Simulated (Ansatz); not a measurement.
Computed with Ansatz on PBE0-D4/def2-TZVP structures; ΔE is electronic, products minus reactants. CCSD(T)/CBS is the MP2 limit (def2-TZVPP, def2-QZVPP) plus CCSD(T) − MP2 in def2-TZVPP, frozen cores. This one scheme is used for every species. Functionals use def2-TZVPP. B3LYP here is the variant with VWN-RPA as its local correlation; programs differ in this. One conformer a species, not always the lowest.

Consider the ligand exchange at the Si–C bond: `O[Si](O)(F)C[SiH2]Cl` + `O[SiH](O)S` → `O[SiH](O)S[SiH2]Cl` + `C[Si](O)(O)F`.

```
          level  ΔE (kcal/mol)  difference from CCSD(T)/CBS
      r2SCAN-D4          -13.6                         -0.5
       B3LYP-D4          -12.9                          0.2
         B2PLYP          -13.4                         -0.3
         r2SCAN          -13.7                         -0.6
           PBE0          -13.8                         -0.7
  HF/def2-TZVPP          -13.3                         -0.2
 MP2/def2-TZVPP          -13.4                         -0.3
CCSD/def2-TZVPP          -12.1                          1.0
  HF/def2-QZVPP          -13.2                         -0.1
   HF/CBS(def2)          -13.2                         -0.1
    CCSD(T)/CBS          -13.1                            0
```

Largest T1 diagnostic among the species: 0.011.
